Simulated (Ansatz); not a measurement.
A series at Zr: from zirconium tetrachloride, ligands are replaced one by one, each step taking up H₂S and setting free HCl; n counts the steps. Ansatz, PBE0-D4/def2-TZVP geometries. Each molecule was computed in one conformer, which needn't be the lowest.

```
n                    molecule  HOMO energy, ωB97M-V/def2-TZVPP (eV)
0  `[Cl][Zr]([Cl])([Cl])[Cl]`                                -11.92
1  `[SH][Zr]([Cl])([Cl])[Cl]`                                -10.41
2  `[SH][Zr]([SH])([Cl])[Cl]`                                -10.25
3  `[SH][Zr]([SH])([SH])[Cl]`                                     ?
4  `[SH][Zr]([SH])([SH])[SH]`                                -10.02
```

Task: By hand: fit a straight line y = ȳ + b (n − n̄) to the 4 given rows and predict n = 3.

Result: n̄ = 1.750, ȳ = -10.650; Σ(n − n̄)(y − ȳ) = 3.560, Σ(n − n̄)² = 8.750, so b = 0.407 eV a step. Prediction: -10.650 + (0.407) × (1.250) = -10.14 eV.

Task: By hand: compare with the computed value, -10.12 eV, and give the steps along the whole series.

Result: The line misses by 0.02 eV (computed minus predicted). Steps: 1.51, 0.16, 0.13, 0.10 eV.

One step carries most of the change, so a line is a poor guide. The highest orbital can change its character along such a series. The miss is 1.1 % of the series' range.
